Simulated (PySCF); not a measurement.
CH5BClN.
Bonds: C1–N2, N2–B3, B3–Cl4. Hydrogens: H5, H6, H7 on C1; H8 on N2; H9 on B3.

Method: EOM-IP-CCSD/aug-cc-pVDZ in PySCF, restricted Hartree–Fock reference, 8 core orbitals frozen, non-relativistic, gas phase, PBE0-D3(BJ)/def2-SVP geometry.

Hartree–Fock orbital energies give these Koopmans values (eV): HOMO 10.96, HOMO-1 11.95, HOMO-2 13.04, HOMO-3 13.87, HOMO-4 14.70, HOMO-5 16.20, HOMO-6 16.55, HOMO-7 17.68.

Question: What vertical ionisation energies does EOM-IP-CCSD give?

Answer: 
| leading hole (HF orbital) | Koopmans (eV) | EOM-IP-CCSD (eV) | change (eV) | one-hole share |
| --- | --- | --- | --- | --- |
| HOMO | 10.96 | 10.01 | -0.95 | 0.95 |
| HOMO-1 | 11.95 | 11.15 | -0.80 | 0.96 |
| HOMO-2 | 13.04 | 12.26 | -0.78 | 0.95 |
| HOMO-3 | 13.87 | 13.00 | -0.87 | 0.96 |
| HOMO-4 | 14.70 | 13.77 | -0.93 | 0.96 |
| HOMO-5 | 16.20 | 15.02 | -1.18 | 0.94 |
| HOMO-6 | 16.55 | 15.43 | -1.12 | 0.95 |
| HOMO-7 | 17.68 | 16.33 | -1.35 | 0.94 |

Question: Does the order of the lines follow the orbital energies?

Answer: Yes, no two lines change places. The corrections run from -1.35 to -0.78 eV, with a mean of -1.00 eV over the 8 lines; no line lies above its Koopmans value. Koopmans values leave out both the relaxation of the orbitals and the change in correlation energy.

Question: At what kinetic energies would He II light (40.81 eV) eject these electrons?

Answer: 30.80 eV (HOMO), 29.66 eV (HOMO-1), 28.55 eV (HOMO-2), 27.81 eV (HOMO-3), 27.04 eV (HOMO-4), 25.79 eV (HOMO-5), 25.38 eV (HOMO-6), 24.48 eV (HOMO-7).

One root was sought for each valence orbital with −ε under 21 eV, eight at most, so deeper holes and satellites are missing; no vibrational structure.

Hardware: an x86-64 server with one thread, no GPU (shared host). Cost: 78 s wall.

Shape of the structure used: `[CH3:1][NH:2][BH:3][Cl:4]`: C1–N2–B3–Cl4 180°.

One conformer stands for the species.
